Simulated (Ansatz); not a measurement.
Basis-set extrapolation for C₉H₂₁Al, SMILES `CC(C)[CH2][Al]([CH3])[CH2]C(C)C` (PBE0-D4/def2-TZVP geometry, frozen core, Ansatz 0.2.0). Multiplicity 1, RHF reference.

```csv
,def2-TZVPP,def2-QZVPP
HF,-595.107112,-595.130834
MP2 correlation,-1.677608,-1.781515
CCSD(T) correlation,-1.858625,not run
```

Energies in hartree. Use E(X) = E(∞) + A·exp(−7.88·√X) for Hartree–Fock and E(X) = E(∞) + B·X^(−2.97) for correlation, with X = 3 and 4, and add CCSD(T) minus MP2 of the smaller set to the MP2 limit.

Task: What is the CCSD(T) energy at the basis-set limit?

Result: HF limit: -595.130834 + (-0.023722) × 0.13774 = -595.13410. MP2 limit: -1.781515 + (-0.103907) × 0.74074 = -1.85848. Higher-order term: -1.858625 − (-1.677608) = -0.18102. Total: -597.17360 hartree, 545.7 kJ/mol below CCSD(T)/def2-TZVPP.
